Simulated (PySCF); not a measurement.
# ErP: energy against distance

Set-up: Er x2c-SVPall, P x2c-SVPall; spin-free X2C with a Gaussian nucleus (PySCF 2.14). Energies in eV from Er (4f12 6s2) + P in their ground configurations at the same level. State: quartet, about 11.3 electrons in the 4f shell (Mulliken), real f orbitals that mix terms.

| R (Å) | PBE0 |
| --- | --- |
| 2.020 | -0.396 |
| 2.114 | -1.039 |
| 2.208 | -1.368 |
| 2.279 | -1.458 |
| 2.349 | -1.452 |
| 2.420 | -1.411 |
| 2.513 | -1.325 |

⟨S²⟩ of the unrestricted solution departs from its pure value on part of the curve, where spin states mix. These are scalar-relativistic numbers at best; spin–orbit coupling would shift them, the dissociation energy most. With d or f electrons several states lie close, and the lowest PBE0 determinant need not be the measured ground state.
